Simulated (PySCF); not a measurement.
BF3OEt2, C4H10BF3O.
Numbering: `[CH3:1][CH2:2][O+:3]([CH2:4][CH3:5])[B-:6]([F:7])([F:8])[F:9]` (hydrogens: H10, H11, H12 on C1; H13, H14 on C2; H15, H16 on C4; H17, H18, H19 on C5)

A GFN2-xTB structure was refined with PBE0-D3(BJ)/def2-SVP geometry optimisation, gas phase in PySCF. Its GFN2-xTB values:

```tsv
coordinate	GFN2-xTB
C1–C2	1.521 Å
C1–H10	1.086 Å
C2–O3	1.443 Å
C2–H13	1.093 Å
O3–B6	1.700 Å
B6–F7	1.350 Å
C1–C2–O3	109.5°
C2–O3–C4	115.8°
C2–O3–B6	113.5°
O3–B6–F7	105.1°
O3–B6–F9	103.3°
C4–O3–B6	115.2°
F7–B6–F8	114.2°
F7–B6–F9	113.8°
C1–C2–O3–C4	132°
C2–O3–C4–C5	69°
C2–O3–B6–F7	-55°
```

Problem. How do these coordinates change at the PBE0-D3(BJ)/def2-SVP level?

Solution. 
```tsv
coordinate	PBE0-D3(BJ)/def2-SVP (Å or °)	change
O3–B6	1.655	-0.045
C1–C2	1.507	-0.014
C1–H10	1.100	+0.014
B6–F7	1.362	+0.012
C2–H13	1.101	+0.008
C2–O3	1.438	-0.005
C4–O3–B6	119.9	+4.7
C2–O3–B6	116.2	+2.7
C2–O3–C4	117.9	+2.1
C1–C2–O3	110.6	+1.1
O3–B6–F7	104.1	-1.0
O3–B6–F9	102.4	-0.9
F7–B6–F8	114.9	+0.7
F7–B6–F9	114.2	+0.4
C1–C2–O3–C4	96	-36
C2–O3–C4–C5	83	+14
C2–O3–B6–F7	-63	-8
```

The energy falls by 1.9 kcal/mol over 15 energy and gradient evaluations, the largest force component goes from 0.0142 to 2.3e-04 Eh/bohr, and the atoms move by 0.344 Å rms after alignment. The bond that changes most is O3–B6 (ends: oxygen bonded to B and 2 C; four-coordinate boron), which shortens by 0.045 Å. Bonds longer at the end by more than 0.005 Å: 10 of 18; shorter: 4. Among the dihedrals that turn most is H13–C2–O3–C4, from 12° to -27°. Rotational constants go from 1662, 1600, 1055 to 1696, 1511, 1036 MHz.

The run used 176 basis functions and 93 SCF cycles in all. Cost: about 3 min of CPU time on one thread; the machine was shared, so the figure is rough.

Whether it is a minimum is left open (no frequencies). The numbers are those of one conformer.
